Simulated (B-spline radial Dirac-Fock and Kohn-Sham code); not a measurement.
# Eu 4d3/2: cross section and angular parameters

System: the Eu atom, [Xe] 4f7 6s2; threshold 133.0 eV (tabulated edge). The computed values come from a radial B-spline solver: Dirac-Hartree-Slater photoionisation with a Latter tail; cross sections with all multipoles, angular parameters from the dipole term and its interference with E2.

For linearly polarised light dσ/dΩ = σ/(4π) [1 + β P₂(cos θ) + (δ + γ cos²θ) sin θ cos φ], with θ from the polarisation vector and φ the angle between the beam and the projection of the electron momentum on the plane normal to the polarisation.

```
hν (eV)  σ (kb)       β       γ       δ
    150     621   0.029   0.010  -0.001
    200     143   0.220  -0.325   0.085
    210     137  -0.377  -0.401   0.123
    284     239  -0.552  -0.060   0.121
    310     269  -0.283   0.033   0.096
    353     297   0.061   0.114   0.064
    400     305   0.327   0.140   0.039
    800     169   1.114  -0.021   0.002
    854     153   1.153  -0.031   0.004
   1130    94.4   1.277  -0.030   0.012
   1140    92.8   1.280  -0.029   0.013
   1440       ?       ?       ?       ?
 1486.9    53.7   1.343   0.038   0.023
 2984.4    9.55   1.334   0.470   0.059
   3090    8.68   1.328   0.499   0.062
   3130    8.38   1.326   0.510   0.063
   3180    8.02   1.323   0.523   0.064
   3240    7.61   1.319   0.539   0.065
   3580    5.75   1.299   0.626   0.073
   5030    2.10   1.208   0.941   0.107
 5414.7    1.67   1.185   1.013   0.116
   6350    1.01   1.132   1.169   0.138
   6780   0.821   1.109   1.234   0.148
   6910   0.772   1.102   1.253   0.151
   7420   0.612   1.076   1.323   0.164
   7520   0.585   1.071   1.336   0.166
   7870   0.504   1.054   1.381   0.175
   7990   0.479   1.048   1.396   0.178
  13700  0.0737   0.832   1.884   0.314
```

Problem. Give the values at 1440 eV.

Solution. σ = 57.6 kb, β = 1.338, γ = 0.026, δ = 0.022.
